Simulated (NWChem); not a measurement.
Species: Si2H3Cl, singlet; SMILES [SiH3][Si]Cl

```xyz
6

Si     0.8215     0.2918    -0.6131
Cl    -0.3461     1.3706     0.7680
Si    -0.2821    -1.8105    -0.1281
H     -0.1066    -2.1292     1.3263
H      0.2517    -2.9549    -0.9341
H     -1.7476    -1.6705    -0.4110
```
Atoms are numbered in this order, from 1.

Level: PBE0/def2-SVP (NWChem), optimised geometry, unscaled harmonic frequencies. Low-valent species are run as closed-shell singlets; no triplet was tried in these runs.

Problem. List the harmonic frequencies with IR intensities, and the thermochemistry.

Solution. 
```csv
frequency (cm⁻¹),IR intensity (km/mol)
81,0.5
136,2.4
365,27.5
391,20.9
486,66.0
527,40.9
841,204.9
917,45.3
932,29.6
2198,50.4
2213,77.3
2217,104.0
```

```json
{
  "zero_point_energy": "16.2 kcal/mol",
  "thermal correction to the enthalpy at 298.15 K (with zero-point energy)": "20.2 kcal/mol",
  "heat capacity Cv": "16.9 cal/(mol K)",
  "entropy at 298.15 K and 1 atm (symmetry number 1)": "76.2 cal/(mol K)",
  "dipole_moment": "0.80 D"
}
```

Rigid rotor and harmonic oscillator; modes under 100 cm⁻¹ make the entropy uncertain.
